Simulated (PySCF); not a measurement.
Method: PySCF energies plus ideal-gas RRHO corrections (1 bar). The comparison is the NASA 1993 polynomial table, which mixes measured and estimated data. All species are closed-shell singlets. The harmonic model lacks anharmonicity and excited electronic states, which grow with temperature; levels with a mode under 35 cm⁻¹ are left out. The table's entry may be an old estimate for K2 (not checked at source).

Harmonic frequencies at PBE/def2-SVP (cm⁻¹): 89. Point group D∞h; S°(298 K) = 249.9 J/mol/K at this level.

### Question
Work out Cp and S° of gaseous K2 at 500, 800, 1200, 1600, 2000 K from these, and set them beside the table.

### Answer
```csv
T (K),Cp PBE/def2-SVP,Cp table,S° PBE/def2-SVP,S° table
500,37.4,38.7,269.2,269.5
800,37.4,38.2,286.8,287.7
1200,37.4,33.5,301.9,302.4
1600,37.4,29.4,312.7,311.5
2000,37.4,26.6,321.0,317.7
```
Units J/mol/K.
